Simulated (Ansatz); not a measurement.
Geometry optimisation, RKS r2SCAN-D4/def2-SVP (Ansatz).

Input:

```yaml
crystal:
  periodic: [false, false, false]
  atoms:
    - { symbol: Sn, position_ang: [-1.672349, -0.175069, 0.280148] }
    - { symbol: "N", position_ang: [-0.199587, -0.80034, 1.619029] }
    - { symbol: H, position_ang: [-1.237655, -0.069714, -1.374421] }
    - { symbol: H, position_ang: [-2.165631, 1.351669, 0.879119] }
    - { symbol: H, position_ang: [-2.91865, -1.336224, 0.455422] }
    - { symbol: H, position_ang: [1.145439, -2.1e-05, -0.103539] }
    - { symbol: C, position_ang: [1.473177, 0.533489, -0.988052] }
    - { symbol: H, position_ang: [0.341632, -1.590773, 1.265263] }
    - { symbol: H, position_ang: [0.470032, -0.064503, 1.843836] }
    - { symbol: H, position_ang: [0.964505, 1.502026, -1.055535] }
    - { symbol: H, position_ang: [2.556091, 0.702056, -0.93671] }
    - { symbol: H, position_ang: [1.243096, -0.052795, -1.884461] }
basis:
  gaussian: { orbitals: def2-SVP }
hamiltonian:
  xc: r2scan
  dispersion: d4
relax:
  f_tol: 0.03
  max_steps: 50
```

Command:

```bash
$ ansatz run input.yaml --threads 2 --pin off --max-ram 3072MiB --backend cpu --events-out ev --progress --plain --runs-dir out
```

Where does it end, and by what steps?

The run converged. The force dipped under the threshold on the way, but the program's further checks kept it going. After 18 steps the energy has fallen by 0.150 eV; H4 moved furthest, 0.83 Å.

| step | energy less start (eV) | largest force component (eV/Å) | accepted |
| --- | --- | --- | --- |
| 0 | 0.0000 | 0.508 | yes |
| 1 | -0.1158 | 0.134 | yes |
| 2 | -0.1301 | 0.123 | yes |
| 3 | -0.0684 | 0.700 | no |
| 4 | -0.1373 | 0.042 | yes |
| 5 | -0.1415 | 0.064 | yes |
| 6 | -0.1440 | 0.014 | yes |
| 7 | -0.1449 | 0.069 | yes |
| 8 | -0.1454 | 0.038 | yes |
| 9 | -0.1459 | 0.017 | yes |
| 10 | -0.1463 | 0.031 | yes |
| 11 | -0.1466 | 0.061 | yes |
| 12 | -0.1468 | 0.059 | yes |
| 13 | -0.1478 | 0.039 | yes |
| 14 | -0.1483 | 0.044 | yes |
| 15 | -0.1486 | 0.065 | yes |
| 16 | -0.1489 | 0.054 | yes |
| 17 | -0.1493 | 0.022 | yes |
| 18 | -0.1496 | 0.022 | yes |

```xyz
12
Properties=species:S:1:pos:R:3
Sn -2.019 -0.248 0.530
N -0.368 -0.733 1.661
H -1.658 0.221 -1.091
H -2.769 1.044 1.367
H -2.994 -1.655 0.526
H 1.281 0.155 -0.371
C 1.872 0.553 -1.207
H 0.203 -1.462 1.233
H 0.250 0.065 1.812
H 1.493 1.546 -1.482
H 2.927 0.635 -0.910
H 1.783 -0.122 -2.069
```

The run took 56 s on 2 threads of Arm Neoverse V1, on a shared host, peak memory 0.15 GiB.
